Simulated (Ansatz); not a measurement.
C2H6Al, charge +1, singlet, geometry from GFN2-xTB (such geometries of metal compounds can be far from the true shape); CCSD/6-311G** run with Ansatz (a quantum-chemistry and plane-wave program).

Ansatz was given this input:
Ansatz 0.2 input:
```yaml
crystal:
  periodic: [false, false, false]
  atoms:
    - {symbol: Al, position_ang: [-0.00000000, 0.00000000, -0.00000000]}
    - {symbol: C, position_ang: [1.50720605, 0.20042735, -1.23909353]}
    - {symbol: H, position_ang: [2.19275998, -0.66045124, -1.17828475]}
    - {symbol: H, position_ang: [2.09155963, 1.10777030, -1.01536712]}
    - {symbol: H, position_ang: [1.16035750, 0.27671081, -2.28248740]}
    - {symbol: C, position_ang: [-1.50720605, -0.20042735, 1.23909353]}
    - {symbol: H, position_ang: [-2.07340287, -1.12374067, 1.03486934]}
    - {symbol: H, position_ang: [-2.20884983, 0.64552472, 1.15629899]}
    - {symbol: H, position_ang: [-1.16242441, -0.24581393, 2.28497092]}
basis:
  gaussian:
    orbitals: 6-311G__.json
total_charge: 1
magnetization: {spin_polarized: false}
correlation: {method: ccsd}
```
The basis file holds 6-311G** in the JSON format of the Basis Set Exchange.

It wrote (shortened):

```
Functional definition: HF
800 factors; integrals over basis functions are off by at most 1.1e-3 eV
mean field evaluation 1: about -8728.0238 eV, gradient 4.5e1 eV
mean field evaluation 2: about -8728.0256 eV, gradient 4.5e1 eV
mean field evaluation 4: about -8732.8730 eV, gradient 2.2e0 eV
mean field evaluation 8: about -8732.8989 eV, gradient 4.0e-5 eV
mean field evaluation 16: about -8732.9000 eV, gradient 8.4e-2 eV
mean field -8732.89887628 eV, -320.9281143319 hartree, gradient 1.5e-6 eV, S^2 0.000000; 0 other end points of the search recorded, 0 dependent functions left out
7 core orbitals not correlated
reference -8732.89887628 eV, -320.9281143319 hartree; 8, 8 occupied and 84, 84 virtual orbitals, 800 factors
second order -9.71854456 eV of doubles, -0.00000000 eV of singles
cycle   1  -10.43374544 eV  change   -7.2e-1 eV  update   6.8e-2
cycle   2  -10.72660299 eV  change   -2.9e-1 eV  update   2.2e-2
cycle   3  -10.77171750 eV  change   -4.5e-2 eV  update   8.5e-3
cycle   4  -10.77109327 eV  change    6.2e-4 eV  update   2.5e-3
cycle   5  -10.77087408 eV  change    2.2e-4 eV  update   9.4e-4
cycle   6  -10.77055846 eV  change    3.2e-4 eV  update   2.9e-4
cycle   7  -10.77053958 eV  change    1.9e-5 eV  update   8.2e-5
cycle   8  -10.77056392 eV  change   -2.4e-5 eV  update   3.0e-5
cycle   9  -10.77055527 eV  change    8.7e-6 eV  update   8.0e-6
Total energy: -8743.66943156 eV, -321.3239249377 hartree
```
